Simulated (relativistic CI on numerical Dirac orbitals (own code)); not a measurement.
## How well does a small relativistic CI reproduce Rb II?

Computed by Dirac-Coulomb-Breit CI, KLI orbitals optimised for each configuration, model QED (radiative potential, 1s self-energy scaled to tabulated hydrogen-like ionisation energies), valence Slater integrals scaled by 0.85, P86 correlation estimate, and configurations built on the next ion tied to the tabulated ionisation energy (semi-empirical) (own radial code, finite nucleus).

Configuration list (outside the closed core [Ar] 3d10): 4s2 4p6, 4s2 4p5 5s, 4s2 4p5 4d, 4s2 4p5 5p, 4s2 4p5 6s, 4s2 4p5 5d, 4s2 4p5 4f, 4s2 4p5 5f, 4s2 4p4 4d2, 4s2 4p5 6p, 4s 4p6 4d, 4s2 4p5 6d, 4s2 4p5 5g, 4s2 4p5 6f. Levels of other configurations are missing.

```csv
Configuration,Term (tabulated),J,Measured (cm⁻¹),Computed,Error,Purity (%)
4s2 4p6,1S,0,0.0,0,0,98
4s2 4p5 5s,2[3/2]°,2,133341.6,135605,2263,94
4s2 4p5 5s,2[3/2]°,1,134869.8,137200,2330,53
4s2 4p5 5s,2[1/2]° †,0,138794.4,145541,6747,61
4s2 4p5 5s,2[1/2]° †,1,140610.0,145931,5321,41
4s2 4p5 4d,3P°,2,143955.9,145791,1835,85
4s2 4p5 5p,2[1/2],1,154274.0,155531,1257,85
4s2 4p5 5p,2[5/2],2,156737.0,157763,1026,56
4s2 4p5 5p,2[5/2],3,156895.5,157839,944,100
4s2 4p5 5p,2[3/2],1,158151.7,159129,978,49
4s2 4p5 5p,2[3/2],2,158711.9,159541,829,71
4s2 4p5 5p,2[1/2],0,161200.2,162116,915,67
4s2 4p5 5p,2[3/2],1,163924.5,165049,1124,70
4s2 4p5 5p,2[3/2],2,164968.0,165948,980,41
4s2 4p5 5p,2[1/2],1,165089.6,166057,967,63
4s2 4p5 5p,2[1/2],0,167632.4,168802,1170,64
4s2 4p5 4d,1P°,1,169658.5,171345,1686,61
4s2 4p5 6s,2[3/2]°,2,179735.1,180520,785,99
```

Measured levels from NIST Handbook of Basic Atomic Spectroscopic Data (Sansonetti and Martin, J. Phys. Chem. Ref. Data 34, 1559 (2005)); pairs were made by configuration, J and term (by order where the table uses no LS term), so strongly mixed levels may be paired wrongly.

Mean error by configuration (cm⁻¹): 4s2 4p5 5s 2297; 4s2 4p5 4d 1761; 4s2 4p5 5p 1019; 4s2 4p5 6s 785. Over the excited levels the mean absolute error is 1273 cm⁻¹ (17 of the 20 excited levels that our extract of the source holds in range could be paired, and the others can miss by more), and the median relative error of those above 1,000 cm⁻¹ is 0.65 %. † marks terms whose computed intervals miss the measured ones by more than a factor of 2.5, or configurations far off the rest, from wrong mixing, a near crossing or a doubtful label or measurement; they are left out of the means.
